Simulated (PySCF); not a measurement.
**Excitation energy of Al by level of theory**

Al [Ne] 3s2 3p1 (2P) → Al [Ne] 3s1 3p2 (4P), as a difference of total energies. All numbers are calculated (PySCF 2.14, the spin-free X2C one-electron Hamiltonian (Gaussian nucleus), in x2c-QZVPPall (9s6p4d2f1g, 70 functions)). Correlated levels: valence: [Ne] frozen; valence and next inner shell: 1s2 frozen. The calculations carry no spin-orbit coupling.

```csv
method,excitation energy (cm⁻¹)
UHF,19487
LDA,29795
PBE,28951
PBE0,27943
r2SCAN,25785
revPBE,28435
r2SCAN0,26155
M06,31048
wB97M-V,31707
ROHF,18651
MP2 (valence),25795
SCS-MP2 (valence),28371
MP2 (valence and next inner shell),27138
SCS-MP2 (valence and next inner shell),29406
```

Errors of the correlated levels include the incompleteness of this basis and the frozen core.

Q: Which method comes closest to the reference value, and which is furthest?

A: The reference is 29022 cm⁻¹ (measured; NIST levels, between the centres of gravity of the two terms). Closest: PBE (error -70.945 cm⁻¹); furthest: ROHF (error -10372 cm⁻¹).
